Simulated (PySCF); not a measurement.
The numbers are results of ωB97X-D3(BJ)/def2-TZVP // PBE0-D3(BJ)/def2-SVP run with PySCF, not measurements. Isolated molecules, 0 K electronic values unless said otherwise. One relaxed conformer stands for a flexible species; it need not be the lowest. Delta-SCF ions had no search for a lower state. 

Reference species (SMILES): `c1(cc2-c(ccc1)cc(c2)B)O` (neutral, multiplicity 1).

The LUMO is -1.08 eV and the vertical electron affinity (Delta-SCF) comes out as 1.41 eV.

Changed species: `c12-c(cc(c2B)O)ccccc1`.

Question: What does the change do to the LUMO and vertical electron affinity (Delta-SCF)?

Answer: the LUMO goes up by 0.71 eV, to -0.37 eV; the vertical electron affinity (Delta-SCF) drops by 0.66 eV, to 0.75 eV.
